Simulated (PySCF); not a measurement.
Match the calculated data to a structure.

All candidates are C3H7NSSi2.

- 13C NMR: chemical shifts (computed TMS as zero) by class: 121.0 (1 C), 16.5 (1 C), -3.1 (1 C) ppm [GIAO PBE0/pcSseg-1]
- Rotational structure: rotational constants A, B, C: 2.462, 1.168, 0.834 GHz [GFN2-xTB]
- UV, first state: lowest singlet excitation: 5.27 eV (235 nm, f = 0.001) [TDDFT CAM-B3LYP/def2-SVPD]
- UV, strongest line: among the 8 lowest singlet transitions: S6 at 6.97 eV (178 nm, f = 0.021) [TDDFT CAM-B3LYP/def2-SVPD]
- 1H NMR: chemical shifts (computed TMS as zero) by class: 5.30 (1 H), 5.28 (1 H), 4.81 (1 H), 4.42 (1 H), 2.29 (1 H), 2.21 (1 H), 1.62 (1 H) ppm [GIAO PBE0/pcSseg-1]
- NMR, other nuclei: isotropic shieldings of nuclei other than C and H, by class: -24 (1 N), 353 (1 Si), 369 (1 Si), 685 (1 S) ppm [GIAO PBE0/pcSseg-1]

Gas-phase values; electronic properties from PySCF, density fitting. Levels stand in brackets. One conformer (not necessarily the lowest) at the GFN2-xTB geometry, without solvent, vibrations or thermal averaging. NMR classes are plain means over equivalent atoms (diastereotopic ones count apart unless rotation or inversion swaps them), as if these changed places fast.

Question: Which candidate is it?
A. `[SiH3][SiH2]c1cncs1`
B. `N#C[C@@H]1[SiH2]CS[SiH2]1`
C. `[SiH3][SiH2]c1nccs1`

Answer: B. It is `N#C[C@@H]1[SiH2]CS[SiH2]1`. Numbering: `[N:1]#[C:2][C@@H:3]1[SiH2:4][CH2:5][S:6][SiH2:7]1`. Its formula, C3H7NSSi2, gives 3 degrees of unsaturation: 1 ring and 2 π bonds in the structure found. 3 carbons fall into 3 classes; from least to most shielded: nitrile carbon [C2] (121.0 ppm), ring sp3 carbon bound to sulfur [C5] (16.5 ppm), ring sp3 carbon bound to silicon [C3] (-3.1 ppm). Hydrogen classes from least to most shielded: 1 H on an SiH2 silicon, Si7 (5.30 ppm), 1 H on an SiH2 silicon, Si7 (5.28 ppm), 1 H on an SiH2 silicon, Si4 (4.81 ppm), 1 H on an SiH2 silicon, Si4 (4.42 ppm), 1 H on an sp3 carbon bound to sulfur, C5 (2.29 ppm), 1 H on an sp3 carbon bound to sulfur, C5 (2.21 ppm), 1 H on an sp3 carbon bound to silicon, C3 (1.62 ppm). The other shieldings belong to: -24 ppm, nitrile nitrogen [N1]; 353 ppm, SiH2 silicon [Si7]; 369 ppm, SiH2 silicon [Si4]; 685 ppm, sulfur bonded to C and Si [S6]. The optimised geometry has point group C1 and is an asymmetric top.

The others, at the same levels:
- `[SiH3][SiH2]c1cncs1` fails: its computed 13C shifts are 163.7 (1 C), 154.9 (1 C), 131.5 (1 C) ppm, 1H shifts are 8.63 (1 H), 8.11 (1 H), 4.86 (2 H), 3.48 (3 H) ppm and strongest line among the 8 lowest singlet transitions is S2 at 5.56 eV (223 nm, f = 0.220) (against S6 at 6.97 eV).
- `[SiH3][SiH2]c1nccs1` fails: its computed 13C shifts are 169.2 (1 C), 147.7 (1 C), 133.2 (1 C) ppm, 1H shifts are 8.17 (1 H), 7.44 (1 H), 4.78 (2 H), 3.70 (3 H) ppm and lowest singlet excitation is 5.08 eV (244 nm, f = 0.001) (against 5.27 eV).

Each candidate is one conformer, not necessarily the lowest. Dipoles, sizes and rotational constants follow the conformer. The torsions of the flexible species, by atom-mapped SMILES:
- `[SiH3:1][SiH2:2][c:3]1[cH:4][n:5][cH:6][s:7]1`: Si1–Si2–C3–C4 -94°
- `[SiH3:1][SiH2:2][c:3]1[n:4][cH:5][cH:6][s:7]1`: Si1–Si2–C3–N4 -32°

The conformers of `N#C[C@@H]1[SiH2]CS[SiH2]1` aren't listed.
